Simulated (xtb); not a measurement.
C$_{2}$F$_{2}$N, doublet, geometry from GFN2-xTB, atoms displaced at random by about 0.02 Å a coordinate; xtb 6.7.1 with GFN2-xTB.

Input for xtb:
```
$ xtb mol.xyz --gfn 2 --uhf 1 --opt loose --json

# file mol.xyz
5

C     -0.01811155    -0.08816466    -0.31692791
C      0.04135599     0.24631406     1.00664894
F      1.10477153    -0.26409079    -1.04544662
F     -1.09017343    -0.23251299    -1.07015845
N     -0.01297871     0.43544286     2.13948811
```

Task: What does xtb print? Leave out banner, timings and long lists.

Result: 
```
   ID    Z sym.   atoms
    1    6 C      1, 2
    2    9 F      3, 4
    3    7 N      5

           -------------------------------------------------
          |                Calculation Setup                |
           -------------------------------------------------

           -------------------------------------------------
          |                 G F N 2 - x T B                 |
           -------------------------------------------------

          ...................................................
          :                      SETUP                      :
          :.................................................:
          :  # basis functions                  20          :
          :  # atomic orbitals                  20          :
          :  # shells                           10          :
          :  # electrons                        27          :
          :  max. iterations                   250          :
          :  Hamiltonian                  GFN2-xTB          :
          :  restarted?                      false          :
          :  GBSA solvation                  false          :
          :  PC potential                    false          :
          :  electronic temp.          300.0000000     K    :
          :  accuracy                    1.0000000          :
          :  -> integral cutoff          0.2500000E+02      :
          :  -> integral neglect         0.1000000E-07      :
          :  -> SCF convergence          0.1000000E-05 Eh   :
          :  -> wf. convergence          0.1000000E-03 e    :
          :  Broyden damping             0.4000000          :
          :  net charge                          0          :
          :  unpaired electrons                  1          :
          ...................................................

 iter      E             dE          RMSdq      gap      omega  full diag
   1    -16.6653075 -0.166653E+02  0.795E+00    3.18       0.0  T
   2    -16.6805381 -0.152306E-01  0.514E+00    3.53       1.0  T
   3    -16.6852375 -0.469943E-02  0.319E+00    3.38       1.0  T
   4    -16.7022344 -0.169969E-01  0.708E-01    3.19       1.0  T
   5    -16.7042084 -0.197408E-02  0.199E-01    3.32       1.0  T
   6    -16.7042306 -0.221919E-04  0.311E-02    3.32       1.4  T
   7    -16.7042320 -0.134760E-05  0.551E-03    3.33       8.1  T
   8    -16.7042320 -0.129560E-07  0.225E-03    3.33      19.9  T
   9    -16.7042320 -0.316244E-08  0.489E-04    3.33      91.4  T
  10    -16.7042320 -0.566285E-09  0.211E-04    3.33     211.9  T

   *** convergence criteria satisfied after 10 iterations ***

         :::::::::::::::::::::::::::::::::::::::::::::::::::::
         ::                     SUMMARY                     ::
         :::::::::::::::::::::::::::::::::::::::::::::::::::::
         :: total energy             -16.543951466328 Eh    ::
         :: gradient norm              0.045610281994 Eh/a0 ::
         :: HOMO-LUMO gap              3.326259469800 eV    ::
         ::.................................................::
         :: SCC energy               -16.704231897127 Eh    ::
         :: -> isotropic ES            0.022247918766 Eh    ::
         :: -> anisotropic ES          0.003127874752 Eh    ::
         :: -> anisotropic XC          0.008223993173 Eh    ::
         :: -> dispersion             -0.001969430305 Eh    ::
         :: repulsion energy           0.160280430800 Eh    ::
         :: add. restraining           0.000000000000 Eh    ::
         :: total charge              -0.000000000000 e     ::
         :::::::::::::::::::::::::::::::::::::::::::::::::::::

      -----------------------------------------------------------
     |                   =====================                   |
     |                        A N C O P T                        |
     |                   =====================                   |
     |               Approximate Normal Coordinate               |
[...]
 * total energy  :   -16.5439515 Eh     change       -0.1649880E-09 Eh
 * total energy  :   -16.5448144 Eh     change       -0.8629088E-03 Eh
 * total energy  :   -16.5450469 Eh     change       -0.2325421E-03 Eh
 * total energy  :   -16.5454722 Eh     change       -0.4253293E-03 Eh
 * total energy  :   -16.5455330 Eh     change       -0.6071224E-04 Eh
 * total energy  :   -16.5456225 Eh     change       -0.8956908E-04 Eh
 * total energy  :   -16.5456469 Eh     change       -0.2441965E-04 Eh
   *** GEOMETRY OPTIMIZATION CONVERGED AFTER 7 ITERATIONS ***
         :: total energy             -16.545646947559 Eh    ::
[...]
           -------------------------------------------------

    * Orbital Energies and Occupations

         #    Occupation            Energy/Eh            Energy/eV
      -------------------------------------------------------------
         1        2.0000           -0.9047844             -24.6204
         2        2.0000           -0.8973877             -24.4192
         3        2.0000           -0.7157631             -19.4769
         4        2.0000           -0.6872054             -18.6998
         5        2.0000           -0.6499243             -17.6853
         6        2.0000           -0.6395806             -17.4039
         7        2.0000           -0.6302939             -17.1512
         8        2.0000           -0.5748849             -15.6434
         9        2.0000           -0.5674932             -15.4423
        10        2.0000           -0.5668644             -15.4252
        11        2.0000           -0.5380366             -14.6407
        12        2.0000           -0.5325788             -14.4922
        13        2.0000           -0.4780613             -13.0087
        14        1.0000           -0.4043369             -11.0026 (HOMO)
        15                         -0.2833954              -7.7116 (LUMO)
        16                         -0.2045413              -5.5659
        17                         -0.0017891              -0.0487
        18                          0.1779906               4.8434
        19                          0.2784157               7.5761
        20                          1.1078800              30.1469
      -------------------------------------------------------------
                  HL-Gap            0.1209415 Eh            3.2910 eV
             Fermi-level           -0.3925326 Eh          -10.6814 eV

     #   Z          covCN         q      C6AA      α(0)
     1   6 C        2.550     0.315    21.703     7.614
     2   6 C        1.893     0.094    28.778     8.664
     3   9 F        0.787    -0.131    10.549     3.837
     4   9 F        0.787    -0.133    10.564     3.839
     5   7 N        0.911    -0.145    24.143     7.106

 Mol. C6AA /au·bohr⁶  :        452.792855
 Mol. C8AA /au·bohr⁸  :      10640.276597
 Mol. α(0) /au        :         31.060625

Wiberg/Mayer (AO) data.
largest (>0.10) Wiberg bond orders for each atom

 ---------------------------------------------------------------------------
     #   Z sym  total        # sym  WBO       # sym  WBO       # sym  WBO
 ---------------------------------------------------------------------------
     1   6 C    3.580 --     2 C    1.259     3 F    1.070     4 F    1.067
                             5 N    0.184
     2   6 C    3.967 --     5 N    2.640     1 C    1.259
     3   9 F    1.227 --     1 C    1.070
     4   9 F    1.225 --     1 C    1.067
     5   7 N    2.932 --     2 C    2.640     1 C    0.184
 ---------------------------------------------------------------------------

Topologies differ in total number of bonds
Writing topology from bond orders to xtbtopo.mol

molecular dipole:
                 x           y           z       tot (Debye)
 q only:        0.014      -0.016      -0.084
   full:        0.025      -0.106      -0.516       1.341
molecular quadrupole (traceless):
                xx          xy          yy          xz          yz          zz
 q only:        0.405       0.034       1.898       0.029      -0.954      -2.303
  q+dip:        0.052       0.075       3.695       0.039      -1.679      -3.747
   full:        1.220       0.079       4.422       0.083      -2.273      -5.642

optimized geometry written to: xtbopt.xyz

           -------------------------------------------------
          | TOTAL ENERGY              -16.545646947559 Eh   |
          | GRADIENT NORM               0.002152983319 Eh/α |
          | HOMO-LUMO GAP               3.290985922675 eV   |
           -------------------------------------------------

normal termination of xtb
```
